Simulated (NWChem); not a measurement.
System: C4H3Br; SMILES C#CC(Br)=C

Here is an NWChem input.

```
start job
memory heap 200 mb stack 900 mb global 1100 mb
geometry units angstroms noautosym nocenter noautoz
  C      1.128862     2.606047    -0.000897
  C      0.334125     1.693380    -0.000424
  C     -0.578775     0.611846    -0.000002
  C     -1.912203     0.714955     0.000051
  Br     0.246371    -1.142634     0.000223
  H      1.821719     3.416814    -0.001599
  H     -2.374611     1.697586     0.000049
  H     -2.556613    -0.156070     0.000111
end
basis spherical
  * library 6-31g*
end
dft
  xc b3lyp
  iterations 150
end
cosmo
  do_cosmo_smd true
  solvent water
end
task dft energy
```

Output (shortened):

```
             Northwest Computational Chemistry Package (NWChem) 7.3.0
             --------------------------------------------------------

                             Geometry "geometry" -> ""
                             -------------------------

 Output coordinates in angstroms (scale by  1.889725989 to convert to a.u.)

  No.       Tag          Charge          X              Y              Z
 ---- ---------------- ---------- -------------- -------------- --------------
    1 C                    6.0000     1.12886200     2.60604700    -0.00089700
    2 C                    6.0000     0.33412500     1.69338000    -0.00042400
    3 C                    6.0000    -0.57877500     0.61184600    -0.00000200
    4 C                    6.0000    -1.91220300     0.71495500     0.00005100
    5 Br                  35.0000     0.24637100    -1.14263400     0.00022300
    6 H                    1.0000     1.82171900     3.41681400    -0.00159900
    7 H                    1.0000    -2.37461100     1.69758600     0.00004900
    8 H                    1.0000    -2.55661300    -0.15607000     0.00011100

 Effective nuclear repulsion energy (a.u.)     261.9638270784

                                 NWChem DFT Module
                                 -----------------

 Summary of "ao basis" -> "ao basis" (spherical)
 ------------------------------------------------------------------------------
       Tag                 Description            Shells   Functions and Types
 ---------------- ------------------------------  ------  ---------------------
 C                           6-31g*                  6       14   3s2p1d
 Br                          6-31g*                 12       32   5s4p3d
 H                           6-31g*                  2        2   2s

 in cosmo_initialize ...
 calling solv_data for solv:h2o

 solvent parameters
 solvname_short: h2o
 solvname_long:  water
 dielec:       78.4000
 dielecinf:     1.7769
 aqueous SMD model solvent descriptors
 dielec:       78.4000
 sola:          0.8200

          ---------------
          -cosmo- solvent
          ---------------
 Cosmo: York-Karplus, doi: 10.1021/jp992097l
 dielectric constant -eps-     =  78.40
 screen = (eps-1)/(eps    )    =   0.98724
 surface charge correction     = lagrangian

   van der Waals surface
 --------------------------

 ---------- ATOMIC COORDINATES (A.U.) ------------ VDWR(ANG.) --
     1    2.13323986    4.92471474   -0.00169508     1.850
     2    0.63140470    3.20002419   -0.00080124     1.850
     3   -1.09372616    1.15622129   -0.00000378     1.850
     4   -3.61353970    1.35106904    0.00009638     1.850
     5    0.46557368   -2.15926517    0.00042141     3.060
     6    3.44254974    6.45684221   -0.00302167     1.200
     7   -4.48736412    3.20797238    0.00009260     1.200
     8   -4.83129803   -0.29492954    0.00020976     1.200
 number of segments per atom =        128
 number of   points per atom =        128
 atom (   nspa,  nppa )
 ----------------------
    1 (     80,     0 )       0
    2 (     40,     0 )       0
    3 (      8,     0 )       0
    4 (     58,     0 )       0
    5 (    104,     0 )       0
    6 (     54,     0 )       0
    7 (     52,     0 )       0
    8 (     42,     0 )       0
 number of -cosmo- surface points =      438
 molecular surface =    160.886 angstrom**2
 molecular volume  =    161.912 angstrom**3
 -lineq- algorithm             =   0
 -bem- low  level              =   3
 -bem- from -octahedral-
 gaussian surface charge width =   4.50000
 degree of switching           =   1.00000
 switching function tolerance  =   0.00010
 atomic radii =
 --------------
    1  6.000  1.850
    2  6.000  1.850
    3  6.000  1.850
    4  6.000  1.850
    5 35.000  3.060
    6  1.000  1.200
    7  1.000  1.200
    8  1.000  1.200
 ...... end of -cosmo- initialization ......

 nat:                     8
 ixmem:                  3618
 calling mnsol_interface()
 G(SMD-CDS) energy (kcal/mol)  =     3.862
 SMD-CDS SASA (angstrom**2)    =   145.959

[...]

                                COSMO-SMD solvation results
                                ---------------------------

             internal energy in gas <Psi(g)|H|Psi(g)> =     -2728.000374175431
         internal energy in solvent <Psi(s)|H|Psi(s)> =     -2727.999274499221
                               delta internal energy  =         0.001099676211 (    0.69 kcal/mol)
   total free energy in solvent <Psi(s)|H+V/2|Psi(s)> =     -2728.007050502116
 polarization energy contribution <Psi(s)|V/2|Psi(s)> =        -0.007776002896 (   -4.88 kcal/mol)
    total free energy in solvent including G(SMD-CDS) =     -2728.000895623570
                       G(SMD-CDS) energy contribution =         0.006154878546 (    3.86 kcal/mol)
     1 M fixed-concentration free energy of solvation =        -0.000521448139 (   -0.33 kcal/mol)

                       DFT Final Molecular Orbital Analysis
                       ------------------------------------

 Vector   29  Occ=2.000000D+00  E=-2.973991D-01
              MO Center=  4.3D-01,  2.0D-01, -1.2D-04, r^2= 4.1D+00
   Bfn.  Coefficient  Atom+Function         Bfn.  Coefficient  Atom+Function
  ----- ------------  ---------------      ----- ------------  ---------------
    69      0.610536  5 Br pz                19     -0.277563  2 C  pz
    65     -0.273585  5 Br pz                73      0.272668  5 Br pz
     5     -0.266934  1 C  pz                23     -0.167636  2 C  pz
     9     -0.161042  1 C  pz                61      0.082020  5 Br pz

 Vector   30  Occ=2.000000D+00  E=-2.830437D-01
              MO Center=  5.1D-01,  7.8D-01, -3.0D-04, r^2= 4.2D+00
   Bfn.  Coefficient  Atom+Function         Bfn.  Coefficient  Atom+Function
  ----- ------------  ---------------      ----- ------------  ---------------
    67      0.396872  5 Br px                68      0.354589  5 Br py
     3     -0.259172  1 C  px                18      0.234418  2 C  py
    17     -0.219976  2 C  px                 4      0.214678  1 C  py
    71      0.179575  5 Br px                63     -0.177269  5 Br px
     7     -0.165111  1 C  px                64     -0.156772  5 Br py

 Vector   31  Occ=2.000000D+00  E=-2.505092D-01
              MO Center= -4.2D-01,  8.5D-01, -1.6D-04, r^2= 4.1D+00
   Bfn.  Coefficient  Atom+Function         Bfn.  Coefficient  Atom+Function
  ----- ------------  ---------------      ----- ------------  ---------------
    69     -0.358298  5 Br pz                47      0.346659  4 C  pz
     5     -0.280601  1 C  pz                51      0.268354  4 C  pz
    33      0.259636  3 C  pz                 9     -0.200361  1 C  pz
    19     -0.187601  2 C  pz                73     -0.176697  5 Br pz
    37      0.167261  3 C  pz                65      0.158415  5 Br pz

 Vector   32  Occ=0.000000D+00  E=-4.179197D-02
              MO Center= -6.9D-01,  1.1D+00, -1.9D-04, r^2= 3.7D+00
   Bfn.  Coefficient  Atom+Function         Bfn.  Coefficient  Atom+Function
  ----- ------------  ---------------      ----- ------------  ---------------
    51      0.512721  4 C  pz                47      0.398490  4 C  pz
    37     -0.385676  3 C  pz                 9      0.351530  1 C  pz
    33     -0.326204  3 C  pz                 5      0.290968  1 C  pz
    23     -0.193800  2 C  pz                19     -0.165869  2 C  pz
    69      0.113546  5 Br pz                73      0.106219  5 Br pz

 Vector   33  Occ=0.000000D+00  E=-3.170329D-02
              MO Center=  1.1D-01,  6.3D-02, -2.0D-05, r^2= 4.4D+00
   Bfn.  Coefficient  Atom+Function         Bfn.  Coefficient  Atom+Function
  ----- ------------  ---------------      ----- ------------  ---------------
    34      0.680540  3 C  s                 72     -0.587458  5 Br py
    68     -0.447372  5 Br py                36     -0.378870  3 C  py
    32     -0.327332  3 C  py                70     -0.288129  5 Br s
    66      0.264096  5 Br s                 71      0.248304  5 Br px
     7     -0.237337  1 C  px                94     -0.223053  8 H  s

 Vector   34  Occ=0.000000D+00  E= 6.584948D-02
              MO Center=  4.3D-01,  1.4D+00, -4.0D-04, r^2= 4.1D+00
   Bfn.  Coefficient  Atom+Function         Bfn.  Coefficient  Atom+Function
  ----- ------------  ---------------      ----- ------------  ---------------
    34     -0.619468  3 C  s                 21      0.570435  2 C  px
    48      0.519278  4 C  s                 36      0.462486  3 C  py
    72      0.431308  5 Br py                 7     -0.416650  1 C  px
     8      0.410927  1 C  py                70      0.376687  5 Br s
    92     -0.317184  7 H  s                 71     -0.283587  5 Br px

     Multipole analysis of the density
     ---------------------------------

     L   x y z        total         alpha         beta         nuclear
     -   - - -        -----         -----         ----         -------
     0   0 0 0     -0.000000    -31.000000    -31.000000     62.000000

     1   1 0 0     -0.441246      0.397758      0.397758     -1.236761
     1   0 1 0      0.751569      1.581895      1.581895     -2.412220
     1   0 0 1     -0.000336      0.001028      0.001028     -0.002392

     2   2 0 0    -25.652174   -101.893751   -101.893751    178.135328
     2   1 1 0      1.813296     -5.267561     -5.267561     12.348419
     2   1 0 1     -0.002052      0.014854      0.014854     -0.031761
     2   0 2 0    -25.600162   -233.392594   -233.392594    441.185026
     2   0 1 1     -0.003046      0.056397      0.056397     -0.115839
     2   0 0 2    -32.349856    -16.174946    -16.174946      0.000037
```

Level: B3LYP/6-31G* (spherical d), SMD on the gas-phase geometry. Structure relaxed at the B3LYP/6-31G* (spherical d) level. Solvent: water.
